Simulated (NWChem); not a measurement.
A series in which one site is exchanged, each optimised at PBE0/def2-SVP with NWChem, gas phase unless a solvent is named. All stand in one matching conformer (torsions within 35°), which need not be the lowest. For some, no frequency run checked for a minimum. def2 effective core potentials on Cd, Te; no spin-orbit coupling.

A: [OH][Be][SiH3] (BeSiH4O; site = Be)
B: O[Te][SiH3] (SiH$_{4}$TeO; site = Te)
C: [OH][Cd][SiH3] (CdSiH4O; site = Cd)
D: [Zn]([SiH3])[OH] (ZnSiH₄O; site = Zn)

| quantity | A | B | C | D |
|---|---|---|---|---|
| orbital gap (eV), PBE0/def2-SVP | 7.74 | 4.53 | 6.64 | ? |
| vertical ionisation energy, ΔSCF, B3LYP/def2-SVP (eV) | 10.26 | 8.53 | 9.54 | ? |
| static polarisability, B3LYP/def2-SVPD (bohr³) | 53.1 | 78.2 | 70.6 | ? |
| lowest singlet excitation, B3LYP/def2-SVPD, TDA (eV) | 6.52 | 2.88 | 5.22 | ? |

Task: Complete the blanks.

Result: 
- orbital gap (eV), PBE0/def2-SVP, D: 7.36
- vertical ionisation energy, ΔSCF, B3LYP/def2-SVP (eV), D: 9.78
- static polarisability, B3LYP/def2-SVPD (bohr³), D: 62.5
- lowest singlet excitation, B3LYP/def2-SVPD, TDA (eV), D: 5.68
